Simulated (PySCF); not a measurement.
Ge(Me)(NH2)3 (CH9GeN3), SMILES [CH3][Ge]([NH2])([NH2])[NH2].

Coordinates come from a PBE0-D3(BJ)/def2-SVP optimisation. Other conformers were not sampled.

Level of theory: PBE/def2-TZVP (PySCF).

Isolated molecule, no solvent.

Computed frontier levels, gap, dipole moment and polarisability:
- highest occupied level: -5.29 eV
- lowest empty level: -0.29 eV
- orbital gap: 5.01 eV
- dipole moment: 0.448 e·Å
- quadrupole, principal values (traceless, Buckingham form, about the centre of nuclear charge): -6.41, 0.22, 6.18 D·Å
- mean static polarisability: 66.8 bohr³ (9.89 Å³)
- polarisability, principal values: 64.1, 67.6, 68.7 bohr³
